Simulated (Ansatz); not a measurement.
PBE exchange is replaced step by step with exact exchange (0 % is PBE, 25 % PBE0; no dispersion term), basis def2-TZVPD, Ansatz. System: MoSe₂⁻. Charge -1, multiplicity 2. Geometry: r2SCAN-D4/def2-TZVPD.

Geometry of the doublet:

Cartesian coordinates in Å:
```
Mo 0.251 -0.562 -0.168
Se 1.540 1.258 -0.696
Se -1.791 -0.695 0.863
```

In the def2 sets Mo takes a core potential; there is no spin–orbit coupling. At PBE-D4/def2-TZVPD, PBE with 5 % exact exchange/def2-TZVPD, PBE with 10 % exact exchange/def2-TZVPD, PBE with 15 % exact exchange/def2-TZVPD and others the charge -1 doublet is spin-contaminated (final ⟨S²⟩ up to 1.74, 0.75 for a pure state). The geometry of the doublet was relaxed on an unsound state (⟨S²⟩ 1.71, where a pure state has 0.75). At PBE0-D4/def2-TZVPD a quartet of charge -1 lies 0.70 eV below the doublet, each at its own geometry. The structure comes from a short search, and lower isomers may exist.

HOMO and LUMO are taken over both spins.

```json
{"exact exchange (%)": "0", "HOMO (eV)": "-0.21", "LUMO (eV)": "0.59", "gap (eV)": "0.80", "⟨S²⟩": "1.678"}
{"exact exchange (%)": "5", "HOMO (eV)": "-0.42", "LUMO (eV)": "0.82", "gap (eV)": "1.24", "⟨S²⟩": "1.689"}
{"exact exchange (%)": "10", "HOMO (eV)": "-0.63", "LUMO (eV)": "1.05", "gap (eV)": "1.68", "⟨S²⟩": "1.698"}
{"exact exchange (%)": "15", "HOMO (eV)": "-0.84", "LUMO (eV)": "1.27", "gap (eV)": "2.12", "⟨S²⟩": "1.706"}
{"exact exchange (%)": "25", "HOMO (eV)": "-1.27", "LUMO (eV)": "1.72", "gap (eV)": "2.99", "⟨S²⟩": "1.720"}
{"exact exchange (%)": "35", "HOMO (eV)": "-1.71", "LUMO (eV)": "2.13", "gap (eV)": "3.84", "⟨S²⟩": "1.731"}
{"exact exchange (%)": "50", "HOMO (eV)": "-2.36", "LUMO (eV)": "2.61", "gap (eV)": "4.97", "⟨S²⟩": "1.745"}
```
